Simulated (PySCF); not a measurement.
A K-edge absorption job on `C[NH][GeH2][S]C`.

Computed with core-valence-separated TDA BHandHLYP/aug-pcX-1 H:pcseg-1 Ge:def2-SVPD S:def2-SVPD, K edges, non-relativistic, gas phase (PySCF 2.14.0, density-fitted response routines). Geometry: PBE0-D3(BJ)/def2-SVP. A driver script takes a list of jobs; this job's settings line and coordinates (Å) are shown.

Command:
```bash
OMP_NUM_THREADS=1 python probes_run.py task.json out
```

Input:
```
{"job": {"kind": "xas", "xc": "BHandHLYP", "basis": {"default": "aug-pcX-1", "H": "pcseg-1", "Ge": "def2-SVPD", "S": "def2-SVPD"}}, "charge": 0, "multiplicity": 1}
C     -1.674765     1.068431    -0.169723
N     -0.906534     0.309558     0.788166
Ge    -0.314943    -1.380721     0.422064
S      1.130120    -1.205639    -1.252592
C      2.224899     0.073521    -0.556658
H     -1.261193     0.904827    -1.177883
H     -2.751674     0.808298    -0.209226
H     -1.601489     2.150457     0.032540
H     -1.157719     0.482870     1.755797
H     -1.387011    -2.359934    -0.106928
H      0.324972    -1.880435     1.731605
H      1.633596     0.833321    -0.025774
H      2.966358    -0.365466     0.126096
H      2.749115     0.547013    -1.397855
```

Output:
```
coarse grid: 51464 points
cycle   1  E = -2611.0388468820  dE = -3.668e-01  |g| = 4.421e-01  |ddm| = 3.773e+00
cycle   2  E = -2611.0485057681  dE = -9.659e-03  |g| = 4.332e-01  |ddm| = 9.375e-01
cycle   3  E = -2611.0802208065  dE = -3.172e-02  |g| = 4.590e-02  |ddm| = 4.515e-01
cycle   4  E = -2611.0805551061  dE = -3.343e-04  |g| = 2.815e-02  |ddm| = 7.386e-02
cycle   5  E = -2611.0807302327  dE = -1.751e-04  |g| = 4.406e-03  |ddm| = 3.212e-02
cycle   6  E = -2611.0807346361  dE = -4.403e-06  |g| = 7.589e-04  |ddm| = 5.870e-03
final grid: 106544 points
cycle   7  E = -2611.0807463977  dE = -1.966e-07  |g| = 4.954e-04  |ddm| = 3.331e-03
cycle   8  E = -2611.0807464250  dE = -2.726e-08  |g| = 4.227e-04  |ddm| = 1.195e-03
cycle   9  E = -2611.0807464596  dE = -3.464e-08  |g| = 4.620e-05  |ddm| = 5.128e-04
cycle  10  E = -2611.0807464602  dE = -5.998e-10  |g| = 2.211e-05  |ddm| = 7.076e-05
converged SCF energy = -2611.0807464602

C K edge
   eV          f      from atoms
  285.165   0.04463   C4
  286.029   0.01258   C0
  286.227   0.01645   C4
  286.729   0.00243   C0
  286.793   0.02966   C0
  286.887   0.02913   C4
  287.038   0.03148   C0
  287.118   0.02478   C4
  287.270   0.00507   C4
  287.758   0.00026   C0
  287.802   0.00275   C4
  287.812   0.00383   C0

N K edge
   eV          f      from atoms
  399.135   0.01111   N1
  399.804   0.03327   N1
  400.330   0.01205   N1
  400.982   0.00553   N1
  401.169   0.00234   N1
  401.401   0.00131   N1
  401.784   0.00114   N1
  402.153   0.00796   N1
```

The program numbers atoms from 0.

Summary of the converged run: lowest C 1s excitation 285.2 eV; lowest N 1s excitation 399.1 eV; the energies are raw, with no shift to experiment and no relativistic term.

 The BHandHLYP/aug-pcX-1 (pcseg-1 on H, def2-SVPD on Ge, def2-SVPD on S) calculation is non-relativistic and has no spin–orbit coupling, an omission that weighs most on germanium.

Problem. How long does this job take on Arm Neoverse V1, one thread, shared host with 32 logical CPUs at a one-minute load of 24? And the peak memory of the process?

Solution. About 15 s, with 0.81 GiB resident at the peak, the Python interpreter and its libraries included.

One conformer stands for the species.
Labels such as C1 count atoms from 1, the log's own numbers from 0.
